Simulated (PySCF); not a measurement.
What does the PBE0-D3(BJ)/def2-SVP structure of InChI=1S/C11H12/c1-9-7-8-11(9)10-5-3-2-4-6-10/h2-6,11H,1,7-8H2/t11-/m1/s1 look like in three dimensions?

```xyz
23
C11H12 angstrom
C     -2.0944   -0.8206    1.2439
C     -1.8555   -0.2219    0.0811
C     -2.5598    0.8430   -0.7266
C     -1.1950    1.1599   -1.3794
C     -0.6526   -0.1995   -0.8477
C      0.7412   -0.2857   -0.3003
C      1.7247   -1.0284   -0.9621
C      3.0311   -1.0818   -0.4784
C      3.3748   -0.3906    0.6813
C      2.4027    0.3513    1.3531
C      1.0992    0.4017    0.8670
H     -1.3642   -1.5064    1.6831
H     -3.0195   -0.6376    1.7977
H     -3.2763    0.4114   -1.4457
H     -3.0678    1.6468   -0.1723
H     -1.1651    1.3176   -2.4670
H     -0.6907    2.0016   -0.8825
H     -0.7839   -0.9705   -1.6273
H      1.4594   -1.5746   -1.8719
H      3.7837   -1.6693   -1.0101
H      4.3972   -0.4324    1.0644
H      2.6624    0.8925    2.2663
H      0.3389    0.9736    1.4053
```

Any rigid rotation of these coordinates is as good. Atoms count from 1 in this order. Of the pairs four or more bonds apart, H18···H19 is among the closest relative to their van der Waals radii: 2.34 Å, 97 % of the sum of Bondi's values. The 6-membered ring C6–C7–C8–C9–C10–C11 has internal angles of 118.4° to 121.0°; it is planar, 0.00 Å rms from its mean plane, widest ring torsion 0°. The 4-membered ring C2–C3–C4–C5 has internal angles of 86.9° to 91.8°; it is puckered, 0.11 Å rms from its mean plane, widest ring torsion 16°. The 12 C–C bonds span 1.329 Å (C1=C2, drawn double) to 1.557 Å (C4–C5, drawn single), a spread of 0.228 Å.

Bonds between heavy atoms (Å): C1=C2 1.329, C2–C3 1.511, C3–C4 1.546, C4–C5 1.557, C5–C6 1.500, C6–C7 1.399, C7–C8 1.394, C8–C9 1.393, C9–C10 1.395, C10–C11 1.392, C2–C5 1.520, C6–C11 1.401.

Method: PySCF 2.14.0, PBE0-D3(BJ)/def2-SVP geometry optimisation, gas phase.

Point group: C1 (no symmetry element, even within 0.4 Å). Whether it is a minimum is left open (no frequencies). One conformer, not necessarily the lowest (C4–C5–C6–C7 -113°, C1–C2–C3–C4 156°, C2–C3–C4–C5 16°, C3–C4–C5–C6 -140°, C1–C2–C5–C4 -156°).
